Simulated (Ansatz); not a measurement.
`C[O][Ti]([Cl])([Cl])[Cl]`, charge 0, multiplicity 1.

(1) Give a relaxed structure at PBE0-D4/def2-TZVP (the Gaussian-basis code of Ansatz). (Estimate.)

Results:

(1) Ansatz gave: 
Cartesian coordinates in Å:
```
C -0.852 1.375 0.324
O -0.133 0.213 0.050
Ti 0.756 -1.219 -0.287
Cl 0.632 -1.628 -2.433
Cl -0.120 -2.869 0.852
Cl 2.837 -0.906 0.307
H -1.648 1.150 1.039
H -1.290 1.758 -0.601
H -0.182 2.126 0.749
```
Point group C3v.
This is one stationary point; other conformers may exist.
